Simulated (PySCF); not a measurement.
Stepwise substitution at one centre (Sn Cl-C2H5). All species are isolated molecules in the gas phase. One relaxed conformer stands for each flexible species; it need not be the lowest. Strings in code marks are SMILES.

The LUMO from two functionals at the same geometries (PBE0-D3(BJ)/def2-SVP), both in PySCF: PBE-D3(BJ)/def2-TZVP and PBE0-D3(BJ)/def2-TZVP. 

```tsv
species	PBE0-D3(BJ)/def2-TZVP (eV)
0 of 4 Cl replaced by C2H5 (`[Cl][Sn]([Cl])([Cl])[Cl]`)	-3.50
1 of 4 Cl replaced by C2H5	-2.20
2 of 4 Cl replaced by C2H5 (`[Cl][Sn]([Cl])([CH2]C)[CH2]C` (C–C–Sn–Cl torsion 56°, Cl–Sn–C–C torsion -56°))	-0.85
```

**Question.** What does PBE-D3(BJ)/def2-TZVP give for each?

**Answer.** 
- 0 of 4 Cl replaced by C2H5 (`[Cl][Sn]([Cl])([Cl])[Cl]`): -4.35
- 1 of 4 Cl replaced by C2H5: -3.09
- 2 of 4 Cl replaced by C2H5 (`[Cl][Sn]([Cl])([CH2]C)[CH2]C` (C–C–Sn–Cl torsion 56°, Cl–Sn–C–C torsion -56°)): -1.79
Over these rows, drawn at random from the members with no instability flagged (it was tested for open shells, ions and some series alone), PBE minus PBE0-D3(BJ): mean -0.90 eV, from -0.94 eV to -0.85 eV.
